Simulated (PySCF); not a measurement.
CH₄BNP₂.
SMILES with atom numbers: `[N:1]#[C:2][B:3]([PH2:4])[PH2:5]` (hydrogens: H6, H7 on P4; H8, H9 on P5)

Method used: PySCF, PBE0-D3(BJ)/def2-SVP geometry optimisation, gas phase.

(1) What internal coordinates does the optimisation give?

Answers

(1) 
```
                  bond  length (pm)
                 N1≡C2        116.2
                 C2–B3        153.5
          B3–P4, B3–P5        188.9
P4–H6 and 3 like bonds        142.0
```

Bonds in one row agree within 1 pm and their mean is given. A selection of angles:
```
   angle  degrees
N1–C2–B3    178.2
C2–B3–P4    117.5
P4–B3–P5    123.2
B3–P4–H6    101.2
B3–P4–H7    100.2
H6–P4–H7     98.9
```

B3 (three-coordinate boron) is almost planar (angles 123.2°, 117.5° and 117.5°, sum 358.2°, 0.14 Å off the plane of its three neighbours). P4 (three-coordinate phosphorus) is pyramidal (angles 101.2°, 100.2° and 98.9°, sum 300.3°, 0.72 Å off the plane of its three neighbours).

Point group: Cs (every atom within 0.08 Å of its image). No PBE0-D3(BJ)/def2-SVP frequencies stand behind this structure, so it isn't proved a minimum. One conformer, not necessarily the lowest (C2–B3–P4–H 145° and 44°, C2–B3–P5–H -145° and -44°).
